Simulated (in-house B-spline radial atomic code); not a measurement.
## How G0W0 and RPA depend on the start: Cu XIX (Cu18+)

Configuration [Ne] 3s1, highest spin. Computed with an all-electron radial atomic-structure program (B-spline basis): all electrons, non-relativistic, point nucleus, each spin shell either full or empty, empty states to l = 9 with an (l + 1/2)⁻⁴ tail; G0W0 by contour deformation at full frequency.

| start | mean-field 3s up (eV) | G0W0 (eV) | QP weight | RPA correlation (Eh) |
| --- | --- | --- | --- | --- |
| Hartree-Fock | -663.67 | -666.00 | 0.990 | -0.66891 |
| PBE | -649.31 | ? | ? | ? |
| HSE06 | -652.80 | -666.50 | 0.983 | -0.70314 |
| LDA exchange-only | -647.65 | ? | ? | ? |

**Question.** What G0W0 level, weight and RPA correlation energy follow from the PBE start?

**Answer.** G0W0 level -666.70 eV, weight 0.980, RPA correlation -0.71683 hartree.

**Question.** What G0W0 level, weight and RPA correlation energy follow from the LDA exchange-only start?

**Answer.** G0W0 level -666.76 eV, weight 0.980, RPA correlation -0.71758 hartree.

**Question.** How much of the dependence on the start does G0W0 remove?

**Answer.** The mean-field levels span 16 eV and the G0W0 levels 0.767 eV. Against 670.608 ± 0.02 eV (NIST, semi-empirical) the G0W0 removal energies are off by -4.61 to -3.85 eV, with relativity, Breit and QED terms left out.
